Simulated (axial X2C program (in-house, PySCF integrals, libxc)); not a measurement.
**Which molecule has these constants?**

Computed with an in-house all-electron X2C program for linear molecules (integrals from PySCF), spin-free (one-electron X2C) or two-component (2c: spin–orbit coupling with atomic mean-field Coulomb and Gaunt terms, which also bring small scalar terms), in Dyall basis sets with cores contracted in-house; open shells are unrestricted.

A two-component PBE0 calculation in a Dyall 3-zeta basis gave Re = 3.304 Å, ωe = 163.1 cm⁻¹, De = 0.76 eV, Ω = 1/2.

**Question.** Which molecule is it?
A. LiH⁻
B. LiNa⁻
C. LiK⁻

**Answer.** B. The others have LiK⁻ 3.786 Å and 134.9 cm⁻¹ (Ω = 1/2); LiH⁻ 1.671 Å and 1191.0 cm⁻¹ (Ω = 1/2).

Each entry is the lowest single determinant of a limited PBE0 search at one distance. De goes to single-determinant-based atoms at the same level (for ions the charge split of lowest energy) and is withheld (n/a) where an atom does not fit its ground term or J level. Main or longest-lived isotopes. One determinant is a doubtful description, or other states lie close, for LiNa⁻, LiK⁻, LiH⁻; these need not be ground states, and all values refer to the states named.
